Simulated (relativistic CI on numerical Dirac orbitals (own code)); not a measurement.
## What each ingredient does to the levels of Ge²¹⁺

Base calculation: Dirac-Coulomb-Breit CI, KLI orbitals optimised for each configuration, model QED, unscaled Slater integrals.

CI space (outside the closed core [Ne]): 3s, 3p, 3d, 4s, 4p, 4d, 4f, 5s, 5p, 5d, 5f, 5g, 6s, 6p, 6d. Levels of other configurations are missing.

Variants: (1) non-relativistic limit. Shifts of the energy above 3s 2S_1/2, in eV, for the lowest level and the first level of each name with at least 55 % of one term (blank where a level changes its place among those of its configuration and J or its character, or is not in the variant):

| Level | Base | Δ(1) |
| --- | --- | --- |
| 3s 2S_1/2 | 0.000 | 0.000 |
| 3p 2P°_1/2 | 47.522 | -1.464 |
| 3p 2P°_3/2 | 54.832 | -8.774 |
| 3d 2D_3/2 | 118.691 | -9.144 |
| 3d 2D_5/2 | 119.940 | -10.393 |
| 4s 2S_1/2 | 409.431 | -5.998 |
| 4p 2P°_1/2 | 428.638 | -6.529 |
| 4p 2P°_3/2 | 431.534 | -9.425 |
| 4d 2D_3/2 | 455.238 | -9.546 |
| 4d 2D_5/2 | 455.798 | -10.106 |
| 4f 2F°_5/2 | 466.913 | -9.926 |
| 4f 2F°_7/2 | 467.131 | -10.144 |
| 5s 2S_1/2 | 587.104 | -8.104 |
| 5p 2P°_1/2 | 596.664 | -8.347 |

At this charge energies of transitions that change n are usually good to better than 1 %, and those within a shell (Δn = 0) to a few per cent.

Ionisation energy from the two ground configurations alone: base 879.684 eV. The NIST ASD value (semi-empirical) is 880.44 eV.
